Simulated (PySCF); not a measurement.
Q: Give a GFN2-xTB geometry of `C/C(F)=C(/[O-])C(F)F`. (Charge -1.)

A: 
```xyz
12
C4H4F3O angstrom
C     -1.433   -0.585    0.225
C     -0.744    0.684   -0.159
F     -1.675    1.705   -0.401
C      0.576    0.965   -0.296
O      1.148    2.044   -0.622
C      1.548   -0.204   -0.015
F      1.382   -1.303   -0.828
F      1.478   -0.722    1.258
H     -2.109   -0.917   -0.571
H     -2.035   -0.443    1.129
H     -0.714   -1.373    0.413
H      2.579    0.148   -0.160
```

Any rigid rotation of these coordinates is as good. Atoms count from 1 in this order. Of the pairs four or more bonds apart, C6···H11 is among the closest relative to their van der Waals radii: 2.58 Å, 89 % of the sum of Bondi's values. C2 (carbon bonded to 2 C and F) is planar (angles 130.5°, 118.6° and 110.9°, sum 360.0°, 0.00 Å off the plane of its three neighbours). The 3 C–F bonds span 1.376 Å (C6–F8, drawn single) to 1.402 Å (C2–F3, drawn single), a spread of 0.026 Å. C4 (vinylic carbon bearing oxygen) is planar (angles 130.0°, 115.9° and 114.0°, sum 360.0°, 0.00 Å off the plane of its three neighbours).

Bonds between heavy atoms (Å): C1–C2 1.494, C2–F3 1.402, C2=C4 1.356, C4–O5 1.264, C4–C6 1.546, C6–F7 1.376, C6–F8 1.376.

Computed geometry: GFN2-xTB, gas phase.

Point group: Cs (tolerance 0.08 Å). Stationary, but not proved a minimum. Torsions: C2–C4–C6–F7 60°.

One conformer stands for the species.
